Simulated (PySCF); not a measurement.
# Electronic structure of Zr (zirconium, neutral) at the UHF level

Configuration: [Kr] 4d2 5s2, high-spin 3F determinant. Calculation: PySCF 2.14, in aug-cc-pVDZ-PP with ECP28MDF (5s5p4d2f, 54 functions); scalar relativity through the core potential.

- Total energy: -46.302154 hartree
- One-electron energy: -77.5584 hartree
- Hartree (Coulomb) energy: 36.5680 hartree
- Exchange energy: -5.3118 hartree
- ⟨S²⟩: 2.0116
- ⟨L²⟩: 12.037
- Sum of ⟨r⟩: 23.20 bohr
- Sum of ⟨r²⟩: 64.69 bohr²

```json
{"shell": "4s α", "electrons": "1", "mean orbital energy (eV)": "-69.168", "rms radius, mean of both spins (bohr)": "1.31"}
{"shell": "4s β", "electrons": "1", "mean orbital energy (eV)": "-67.027", "rms radius, mean of both spins (bohr)": "1.31"}
{"shell": "4p α", "electrons": "3", "mean orbital energy (eV)": "-42.139", "rms radius, mean of both spins (bohr)": "1.48"}
{"shell": "4p β", "electrons": "3", "mean orbital energy (eV)": "-39.203", "rms radius, mean of both spins (bohr)": "1.48"}
{"shell": "4d α", "electrons": "2", "mean orbital energy (eV)": "-8.772", "rms radius, mean of both spins (bohr)": "2.36"}
{"shell": "5s α", "electrons": "1", "mean orbital energy (eV)": "-6.279", "rms radius, mean of both spins (bohr)": "4.30"}
{"shell": "5s β", "electrons": "1", "mean orbital energy (eV)": "-5.375", "rms radius, mean of both spins (bohr)": "4.30"}
```

Energies and moments cover only the electrons outside the core potential.
